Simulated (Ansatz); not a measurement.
`BCBC` + `C[CH2][Cd][CH2]C` → `BCBCC` + `C[CH2][Cd][CH3]`  (redistribution)

Calculated with Ansatz (gas phase, PBE0-D4/def2-TZVP geometries, no zero-point term in ΔE). CCSD(T)/CBS adds triple-zeta CCSD(T) − MP2 to the extrapolated MP2 energy (def2 sets, frozen cores). DFT in def2-TZVPP. Elements past krypton have def2 core potentials. For Cd outer-core shells are correlated without core-valence functions, which leaves a few kJ/mol of doubt a bond. One conformer a species, not always the lowest.

**Question.** Is it downhill or uphill in electronic energy at CCSD(T)/CBS, and by how much? (An estimate is asked.)

**Answer.** Ansatz gave: Downhill: ΔE = -0.11 eV.

**Question.** What do these levels give: PBE-D4, ωB97X-V, B2PLYP, PBE, PBE0, SCS-MP2/def2-TZVPP, CCSD/def2-TZVPP, HF/def2-QZVPP, MP2/def2-QZVPP, SCS-MP2/def2-QZVPP, HF/CBS(def2), MP2/CBS(def2)? (An estimate is asked.)

**Answer.** Ansatz gave: PBE-D4 -0.09, ωB97X-V -0.12, B2PLYP -0.10, PBE -0.10, PBE0 -0.11, SCS-MP2/def2-TZVPP -0.09, CCSD/def2-TZVPP -0.11, HF/def2-QZVPP -0.14, MP2/def2-QZVPP -0.10, SCS-MP2/def2-QZVPP -0.10, HF/CBS(def2) -0.14, MP2/CBS(def2) -0.10 eV.

Largest T1 diagnostic among the species: 0.012.

In def2-TZVPP, CCSD(T) changes the Hartree–Fock value by +0.04 eV (the triples alone add +0.01 eV) and MP2 by +0.05 eV.
